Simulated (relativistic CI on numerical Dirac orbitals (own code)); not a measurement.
**d5 in a ligand field**

Computed with a parametric ligand-field model of a d^n configuration (Racah B and C, spin-orbit zeta, crystal field), exact diagonalisation.

Field parameters in Wybourne normalisation: Oh B⁴₀ = 21Dq, B⁴₄ = √(5/14) B⁴₀; Td as Oh with Dq negative (B⁴₀ = 21Dq, B⁴₄ = √(5/14) B⁴₀). The field is a parameter set, without covalency.

Task: Ground term and bands for B = 860, C = 4230, ζ = 0 cm⁻¹, Oh, 10Dq = 15800 cm⁻¹?

Result: Ground term 6A1 with 2.00 electrons in the two orbitals of the cubic e set. Spin-allowed: none. Lowest spin-forbidden: 4T1 17273 cm⁻¹ (579 nm), 2T2 19881 cm⁻¹ (503 nm), 4T2 22634 cm⁻¹ (442 nm). A high-spin d5 ion has no spin-allowed d-d band, hence its pale colour.

Task: A d5 ion in Oh symmetry has the ground term 2T2 and bands at 4T1 20392 cm⁻¹ (490 nm), 4T2 26835 cm⁻¹ (373 nm), 6A1 27008 cm⁻¹ (370 nm), 2A2 34561 cm⁻¹ (289 nm), 2T1 34848 cm⁻¹ (287 nm), 2T2 37217 cm⁻¹ (269 nm), 2E 39350 cm⁻¹ (254 nm). Which parameters reproduce them?

Result: B = 860, C = 4130, ζ = 0 cm⁻¹, Oh, 10Dq = 39550 cm⁻¹.

Task: Ground term and bands for B = 470, C = 2160, ζ = 0 cm⁻¹, Oh, 10Dq = 33050 cm⁻¹?

Result: Ground term 2T2 with 0.02 electrons in the two orbitals of the cubic e set. Spin-allowed: 2A2 30156 cm⁻¹ (332 nm), 2T1 30320 cm⁻¹ (330 nm), 2T2 31742 cm⁻¹ (315 nm), 2E 32849 cm⁻¹ (304 nm). Lowest spin-forbidden: 4T1 22709 cm⁻¹ (440 nm), 4T2 26336 cm⁻¹ (380 nm), 6A1 38263 cm⁻¹ (261 nm).

Task: Ground term and bands for B = 920, C = 3660, ζ = 0 cm⁻¹, Td, 10Dq = -4250 cm⁻¹?

Result: Ground term 6A1 with 2.00 electrons in the two orbitals of the cubic e set. Spin-allowed: none. Lowest spin-forbidden: 4T1 25214 cm⁻¹ (397 nm), 4T2 27053 cm⁻¹ (370 nm), 4A1+E 27500 cm⁻¹ (364 nm). A high-spin d5 ion has no spin-allowed d-d band, hence its pale colour.

Task: A d5 ion in Oh symmetry has the ground term 2T2 and bands at 4T1 27527 cm⁻¹ (363 nm), 4T2 31552 cm⁻¹ (317 nm), 2A2 35646 cm⁻¹ (281 nm), 2T1 35828 cm⁻¹ (279 nm), 2T2 37419 cm⁻¹ (267 nm), 2E 38625 cm⁻¹ (259 nm), 6A1 47247 cm⁻¹ (212 nm). Which parameters reproduce them?

Result: B = 520, C = 2350, ζ = 0 cm⁻¹, Oh, 10Dq = 38850 cm⁻¹.
